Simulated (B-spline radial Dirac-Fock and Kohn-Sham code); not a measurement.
# Two-hole binding energies of Sb⁶⁺

System: Sb⁶⁺, configuration [Kr] 4d9.

Model: multi-electron Dirac-Fock with separately optimised hole states, Breit and Lamb-shift corrections added in first order. Program: a radial atomic solver. U is the two-hole binding energy less the two single-hole energies, the effective repulsion of the holes after relaxation. Each two-hole energy is an average over J within one jj subconfiguration.

```tsv
holes	E(a) (eV)	E(b) (eV)	E(ab) (eV)	U (eV)
1s⁻¹ 2p1/2⁻¹	30585.8	4476.9	35301.6	239.0
1s⁻¹ 3p1/2⁻¹	30585.8	909.2	31570.0	75.1
1s⁻¹ 3p3/2⁻¹	30585.8	862.2	31518.8	70.9
2s⁻²	4800.1	4800.1	?	?
2p1/2⁻²	4476.9	4476.9	9126.9	173.2
2p1/2⁻¹ 2p3/2⁻¹	4476.9	4228.4	8861.0	155.8
2p3/2⁻²	4228.4	4228.4	8612.0	155.3
2s⁻¹ 3p1/2⁻¹	4800.1	909.2	5772.6	63.4
2s⁻¹ 3p3/2⁻¹	4800.1	862.2	5723.8	61.5
2p1/2⁻¹ 3p3/2⁻¹	4476.9	862.2	5402.7	63.6
2p3/2⁻¹ 3s⁻¹	4228.4	1041.3	5331.3	61.6
2p3/2⁻¹ 3p1/2⁻¹	4228.4	909.2	5202.7	65.2
3p1/2⁻¹ 3p3/2⁻¹	909.2	862.2	1819.7	48.3
3d3/2⁻²	631.2	631.2	1315.8	53.4
```

Question: Give the missing two-hole energy and U.

Answer: E(ab) = 9740.3 eV and U = 140.2 eV.

Run: 35 s of CPU time on 1 thread of Neoverse-V1 (shared host), peak memory 0.42 GiB.

Values without a named source are computed, but for edge energies of neutral atoms, which are taken from tables.
